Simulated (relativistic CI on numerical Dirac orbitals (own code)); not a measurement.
Method of calculation: Dirac-Coulomb-Breit CI, orbitals from a KLI potential per configuration, model QED, unscaled Slater integrals (own radial code, finite nucleus).

CI space (outside the closed core [Ne]): 3s, 3p, 3d, 4s, 4p, 4d, 4f, 5s, 5p, 5d, 5f, 5g, 6s, 6p, 6d, 7s, 7p. Levels of other configurations are missing.

At this charge energies of transitions that change n are usually good to better than 1 %, and those within a shell (Δn = 0) to a few per cent.

Outline of the computed level scheme of Sc XI. Lowest level of each configuration: 3s 2S_1/2 at 0.000 eV; 3p 2P°_1/2 at 23.755 eV; 3d 2D_3/2 at 57.040 eV; 4s 2S_1/2 at 120.852 eV; 4p 2P°_1/2 at 130.010 eV; 4d 2D_3/2 at 142.079 eV; 4f 2F°_5/2 at 146.117 eV; 5s 2S_1/2 at 170.906 eV; 5p 2P°_1/2 at 175.354 eV.

Some strong electric-dipole decays among the lowest 15 levels: 4f 2F°_7/2 → 3d 2D_5/2 (2.2e+11 s⁻¹); 4f 2F°_5/2 → 3d 2D_3/2 (2.1e+11 s⁻¹); 4d 2D_5/2 → 3p 2P°_3/2 (7.5e+10 s⁻¹); 4d 2D_3/2 → 3p 2P°_1/2 (6.1e+10 s⁻¹); 4s 2S_1/2 → 3p 2P°_3/2 (5.9e+10 s⁻¹); 4p 2P°_1/2 → 3s 2S_1/2 (3.9e+10 s⁻¹); 4p 2P°_3/2 → 3s 2S_1/2 (3.7e+10 s⁻¹); 4s 2S_1/2 → 3p 2P°_1/2 (2.9e+10 s⁻¹).
